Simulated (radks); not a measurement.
Values are calculated unless marked as measured or tabulated.
Q: All-electron atom: Ar IV in [Ne] 3s2 3p2.75 4s0.25 (fractional occupations, a model configuration). Code: a radial shooting solver on a logarithmic mesh with Libxc functionals. Model: scalar-relativistic Kohn-Sham, exchange-only PBE, spin-polarised, spherical densities, finite nucleus; open shells are filled with parallel spins first; Fermi nuclear charge, rms radius 3.4274 fm. Some entries of the table are withheld. Estimate them.

orbital  occ.  eigenvalue (Ry)  <r> (bohr)
1s up       1        -233.1500     0.08573
1s down     1        -233.0957     0.08571
2s up       1        -25.43029      0.4137
2s down     1        -25.37571      0.4133
2p up       3        -20.53300      0.3758
2p down     3        -20.45830      0.3755
3s up       1         -4.99524       1.281
3s down     1         -4.60719       1.293
3p up    2.75              (1)       1.381
3p down     0              (2)       1.407
3d up       0              (3)       1.638
3d down     0              (4)       1.731
4s up    0.25         -1.68339         (5)
4p up       0         -1.37908       3.468

A: 
(1) 3p up eigenvalue (Ry): -3.83660
(2) 3p down eigenvalue (Ry): -3.46540
(3) 3d up eigenvalue (Ry): -2.18489
(4) 3d down eigenvalue (Ry): -1.87352
(5) 4s up <r> (bohr): 3.101
